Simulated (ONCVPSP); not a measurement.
# Transferability test, ONCV potential for lead

- Element: lead (Pb)
- Generator: ONCVPSP 4.0.1
- Type: optimised norm-conserving Vanderbilt (ONCV)
- Functional: PBE
- Relativity: scalar-relativistic
- Frozen core: [Xe] 4f14 5d10
- Valence charge: 4
- Reference configuration: 6s1.75 6p2.25
- Partial waves: 6s: rc 1.85 bohr, ncon 4, nbas 7, qcut 2.9 1/bohr, 2 projectors, debl 0.5 Ha; 6p: rc 2.15 bohr, ncon 4, nbas 9, qcut 4.2 1/bohr, 2 projectors, debl 3.1 Ha
- Local potential: polynomial inside 1.35 bohr (lpopt 5, dvloc0 0 Ha)
- Core correction: none

Energies are relative to the spin-unpolarised reference configuration 6s1.75 6p2.25; without spin polarisation the order of configurations can differ from experiment.

```tsv
valence configuration	charge	ΔE all-electron (eV)	error AE − PS (meV)
6s2 6p2	0	-2.148	+1.7
6s2 6p1.5	+0.5	0.344	+7.2
```

Problem. What are ΔE and the potential's error for 6s2 6p0?

Solution. ΔE = 17.873 eV all-electron; the error (AE − PS) is +102 meV.

Problem. What are ΔE and the potential's error for 6s2 6p1?

Solution. ΔE = 4.428 eV all-electron; the error (AE − PS) is +20 meV.

Levels in the configuration 6s2 6p1.5:

```tsv
level	all-electron (eV)	pseudo (eV)
6s	-15.474	-15.485
6p	-6.530	-6.510
```

Note: ghosts flagged at negative energy: s at -88.1 eV; GHOST(+) flagged for p at 20.9 eV. A true bound ghost makes a file unfit for plane-wave use.
